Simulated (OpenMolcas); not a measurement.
# Lines of Se4+: computed and rescaled rates

```
Program             : OpenMolcas 26.06
Method              : CASSCF
Basis               : ANO-RCC [9s8p6d4f2g]
Scalar Hamiltonian  : DKH2, point nucleus
Active space        : 2 electrons in 8 orbitals (4s 4p 5s 5p)
State averaging     : 2S+1 = 3 even, 3 roots; 2S+1 = 1 even, 7 roots; 2S+1 = 3 odd, 3 roots; 2S+1 = 1 odd, 3 roots
Spin-orbit coupling : RASSI with atomic mean-field integrals over the reference wave functions, term energies averaged over their components
```

Rates come from the transition moments of the reference wave functions (E1 and E2 in the length form). At fixed line strength A goes as λ^-3 for E1 and M1 and as λ^-5 for E2, so a rate at the computed wavelength can be rescaled to the measured one. Measured vacuum wavelengths follow from level energies in the list in Rauch et al., Astron. Astrophys. 606, A105 (2017). Branching counts decays inside the model space alone, at computed energies, and the table is only a selection of the E1 lines, drawn from those between levels with measured partners whose computed energy lies within a factor of 1.5 of the measured one.

| Upper | Lower | Type | λ computed (nm) | λ measured (nm) | A computed (s-1) | A rescaled (s-1) | Branching % |
| --- | --- | --- | --- | --- | --- | --- | --- |
| 4p² ³P₀ | 4s 4p ³P°₁ | E1 | 82.05 | 83.03 | 6.86e+09 | 6.62e+09 | 99.9 |
| 4p² ³P₂ | 4s 4p ³P°₂ | E1 | 81.15 | 80.87 | 5.18e+09 | 5.23e+09 | 72.8 |
| 4p² ³P₁ | 4s 4p ³P°₂ | E1 | 82.93 | 83.94 | 2.77e+09 | 2.67e+09 | 39.3 |
| 4p² ³P₁ | 4s 4p ³P°₀ | E1 | 79.88 | 80.42 | 2.48e+09 | 2.43e+09 | 35.2 |
| 4p² ¹D₂ | 4s 4p ¹P°₁ | E1 | 115.3 | 122.7 | 2.41e+09 | 2.00e+09 | 91.9 |
| 4p² ³P₂ | 4s 4p ³P°₁ | E1 | 79.13 | 78.58 | 1.91e+09 | 1.95e+09 | 26.8 |
| 4p² ³P₁ | 4s 4p ³P°₁ | E1 | 80.82 | 81.47 | 1.79e+09 | 1.75e+09 | 25.5 |
| 4p² ¹D₂ | 4s 4p ³P°₂ | E1 | 73.33 | 84.57 | 1.93e+08 |  | 7.4 |
| 4p² ¹D₂ | 4s 4p ³P°₁ | E1 | 71.67 | 82.07 | 1.96e+07 |  | 0.7 |

Spin-changing lines and M1 lines between different terms are not rescaled, since their strength hangs on the term gaps too.

The largest correction is for 4p² ¹D₂ → 4s 4p ¹P°₁ (E1): 2.41e+09 × (115.3 / 122.7)^3 = 2.00e+09 s-1, a factor of 0.83.

The computed rate and branching of 4p² ³P₀ → 4s 4p ³P°₁ give the upper level a radiative lifetime of 0.999 / 6.86e+09 s-1 = 1.46e-10 s, counting decays inside the model space alone. The rescaled rate gives about 1.5e-10 s.

The computed order of these levels differs from the measured one in 1 place, and where term gaps are wrong the rates of spin-changing lines can be off by large factors.

No measured rate stands beside these. Rescaling mends the energy factor alone: line strengths can still be far off where a level mixes with configurations outside the active space, and weak or spin-changing lines hang on small mixing coefficients that depend on the term gaps too, so rescaling need not improve them.

Active for correlation alone: 5p 5s; no level in the range computed is led by a configuration that fills them, so any true level of that kind is missing. The ¹D term of p² mixes with s d, which this space lacks. Measured partners are found by configuration, term and J. A level has none where our copy of the source lacks it or the pairing is in doubt (some pairs that miss far off the trend of their configuration count as doubtful). Only configurations of the active space appear.

° marks odd parity.
